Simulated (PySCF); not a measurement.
**Antimony: a sound run and one with changed settings**

Sound run: Sb²⁺ [Kr] 4d10 5s2 5p1, Sb³⁺ [Kr] 4d10 5s2. Calculation: PySCF 2.14, in x2c-SVPall (6s5p3d, 36 functions); the spin-free X2C one-electron Hamiltonian (Gaussian nucleus). The sound run starts from symmetry-adapted Hartree-Fock orbitals and uses a fine grid where one is needed.

Changed run: radial step 0.3 in ln r (0.13 in the sound run). This setting is unsound on purpose.

```json
{"species": "Sb²⁺", "method": "UHF", "sound run (hartree)": "-6476.35157", "changed run (hartree)": "-6476.35157", "converged": "yes"}
{"species": "Sb²⁺", "method": "r2SCAN", "sound run (hartree)": "-6479.07571", "changed run (hartree)": "-6479.02550", "converged": "yes"}
{"species": "Sb²⁺", "method": "PBE", "sound run (hartree)": "-6478.63880", "changed run (hartree)": "-6478.63978", "converged": "yes"}
{"species": "Sb³⁺", "method": "UHF", "sound run (hartree)": "-6475.46578", "changed run (hartree)": "-6475.46578", "converged": "yes"}
{"species": "Sb³⁺", "method": "r2SCAN", "sound run (hartree)": "-6478.16078", "changed run (hartree)": "-6478.11066", "converged": "yes"}
{"species": "Sb³⁺", "method": "PBE", "sound run (hartree)": "-6477.72872", "changed run (hartree)": "-6477.72935", "converged": "yes"}
```

Ionisation energy of Sb²⁺:

```csv
method,sound run (eV),changed run (eV)
UHF,24.103,24.103
r2SCAN,24.897,24.894
PBE,24.765,24.774
```

A coarse radial grid mis-integrates the density and the exchange-correlation energy, with errors of either sign; Hartree-Fock needs no grid.

For comparison, NIST gives 25.323 eV between the lowest levels.
